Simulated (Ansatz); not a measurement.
Reaction (silylene formation by 1,1-elimination): `N[SiH2][GeH2][NH2]` → `[NH2][GeH2][NH2]` + `[SiH2]`

Isolated molecules relaxed with PBE0-D4/def2-TZVP in Ansatz; ΔE leaves out vibrations. CBS: MP2 limit from def2 TZ/QZ plus the TZ coupled-cluster correction, frozen cores. This one scheme is used for every species. DFT in def2-TZVPP. For Ge outer-core shells are correlated without core-valence functions, which leaves a few kJ/mol of doubt a bond. Scalar relativity is left out up to krypton. Each species was taken in one conformer, which may not be the lowest.

```
             species  PBE0-D4 energy (Eh)
`N[SiH2][GeH2][NH2]`          -2480.39834
  `[NH2][GeH2][NH2]`          -2189.80004
            `[SiH2]`           -290.48713
```

Work out ΔE.

ΔE = (-2189.80004) + (-290.48713) − (-2480.39834) = 0.11117 Eh = +69.8 kcal/mol. CCSD(T)/CBS gives +65.1 kcal/mol.

Largest T1 diagnostic among the species: 0.014.

The D4 term adds +3.1 kcal/mol with B3LYP and +1.7 kcal/mol with PBE0; it sums over pairs of atoms, weighted by their polarisabilities, and B3LYP, whose exchange is more repulsive, gets the larger term. In def2-TZVPP, CCSD(T) changes the Hartree–Fock value by +4.3 kcal/mol (the triples alone add +1.1 kcal/mol) and MP2 by +8.4 kcal/mol.

B3LYP here is the variant with VWN-RPA as its local correlation; programs differ in this.
